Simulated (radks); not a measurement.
The nuclear charge of the cadmium ion Cd2+ is varied continuously with 46 electrons held in [Kr] 4d10. Calculated with a radial shooting solver on a logarithmic mesh with Libxc functionals: scalar-relativistic Kohn-Sham, PBEsol, spin-polarised, spherical densities, point nucleus. By the Hellmann-Feynman theorem dE/dZ = E(electron-nucleus)/Z, the electronic potential at the nucleus. The scalar-relativistic energy here is not variational (the density holds large components alone), so the two differ by a part that grows with Z.

| Z | E (hartree) | E(electron-nucleus)/Z (hartree) | HOMO | e(HOMO) (eV) | <r> HOMO (bohr) |
|---|---|---|---|---|---|
| 47.5 | -5451.14098 | -277.032 | 4d | -22.686 | 1.314 |
| 47.6 | -5478.96748 | -277.832 | 4d | -24.182 | 1.300 |
| 47.7 | -5506.87467 | -278.633 | 4d | -25.705 | 1.288 |
| 47.8 | -5534.86256 | -279.433 | 4d | -27.256 | 1.275 |
| 47.9 | -5562.93116 | -280.234 | 4d | -28.834 | 1.263 |
| 48 | -5591.08046 | -281.035 | 4d | -30.439 | 1.252 |
| 48.1 | -5619.31048 | -281.835 | 4d | -32.069 | 1.240 |
| 48.2 | -5647.62123 | -282.636 | 4d | -33.726 | 1.229 |
| 48.3 | -5676.01272 | -283.437 | 4d | -35.408 | 1.218 |
| 48.4 | -5704.48496 | -284.238 | 4d | -37.115 | 1.208 |
| 48.5 | -5733.03797 | -285.039 | 4d | -38.847 | 1.198 |
| 48.6 | -5761.67176 | -285.840 | 4d | -40.603 | 1.188 |
| 48.7 | -5790.38634 | -286.642 | 4d | -42.384 | 1.178 |
| 48.8 | -5819.18174 | -287.443 | 4d | -44.190 | 1.168 |
| 48.9 | -5848.05797 | -288.245 | 4d | -46.019 | 1.159 |
| 49 | -5877.01506 | -289.047 | 4d | -47.871 | 1.150 |

The central difference of E at Z = 48 is -281.897 hartree, to compare with the third column; the second derivative is -8.07 hartree.
